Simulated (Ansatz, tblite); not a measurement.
Removing an electron: [GeBr3]- (GeBr₃⁻). Charge -1, multiplicity 1. Geometry: PBE0-D4/def2-SVPD. Ansatz, gas phase; energy differences of separate SCF runs; the oxidised species was run as a doublet alone.

```xyz
4

Ge    0.5818    0.6901   -0.0131
Br    1.0726   -1.3247   -1.3800
Br   -1.7581    1.0747   -0.7534
Br    0.1037   -0.4401    2.1464
```

The xTB rows come from tblite.

| level | −HOMO (eV) | vertical IE (eV) | −LUMO (eV) | HOMO–LUMO gap (eV) |
| --- | --- | --- | --- | --- |
| GFN1-xTB | 4.06 | 6.90 | 0.05 | 4.01 |
| GFN2-xTB | 6.44 | 9.18 | 1.11 | 5.33 |
| PBE-D4/def2-TZVPD | 1.69 | 4.13 | -2.14 | 3.83 |
| r2SCAN-D4/def2-TZVPD | 1.90 | 4.25 | -2.41 | 4.31 |
| PBE0-D4/def2-TZVPD | 2.63 | 4.31 | -2.80 | 5.43 |

Relaxing the oxidised species (PBE0-D4/def2-SVPD) changes its energy by -0.66 eV at PBE0-D4/def2-TZVPD, so the adiabatic ionisation energy to this nearest minimum is 3.66 eV. At PBE-D4/def2-TZVPD it is 3.68 eV.   Raw xTB energy differences between charge states are shifted by several eV; the methods need an empirical correction for them.
